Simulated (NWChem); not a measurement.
Molecule: C₃H₆OS; SMILES S[C@H](C)C=O

```xyz
11

C      1.8292     0.3771    -0.3049
C      0.4911     0.0941     0.3707
S     -0.8112     1.2352    -0.1871
C      0.0974    -1.3564     0.1952
O     -0.9812    -1.7610    -0.1400
H      2.1571     1.4054    -0.0977
H      1.7455     0.2612    -1.3956
H      2.6103    -0.3055     0.0686
H      0.6211     0.2102     1.4648
H     -1.7239     0.2484    -0.3569
H      0.9299    -2.0685     0.4318
```
Atoms are numbered in this order, from 1.

Level: PBE0/def2-SVP (NWChem), optimised geometry, unscaled harmonic frequencies. 

Task: List the harmonic frequencies with IR intensities, and the thermochemistry.

Result: 
```tsv
frequency (cm⁻¹)	IR intensity (km/mol)
83	0.6
231	16.6
247	8.1
266	13.9
312	0.4
404	4.0
631	9.6
666	3.2
893	4.1
914	21.8
924	25.1
1029	0.8
1107	0.6
1134	2.2
1243	9.9
1301	7.5
1385	7.4
1398	6.4
1459	13.9
1472	6.0
1881	152.0
2673	30.4
2930	81.4
3034	12.9
3057	18.4
3154	10.0
3174	4.2
```

The zero-point energy is 52.9 kcal/mol and the thermal correction to the enthalpy at 298.15 K (with zero-point energy) is 57.4 kcal/mol. The heat capacity Cv is 21.3 cal/(mol K) and the entropy at 298.15 K and 1 atm (symmetry number 1) is 78.7 cal/(mol K). The dipole moment comes out as 2.64 D.

Rigid rotor and harmonic oscillator; modes under 100 cm⁻¹ make the entropy uncertain.
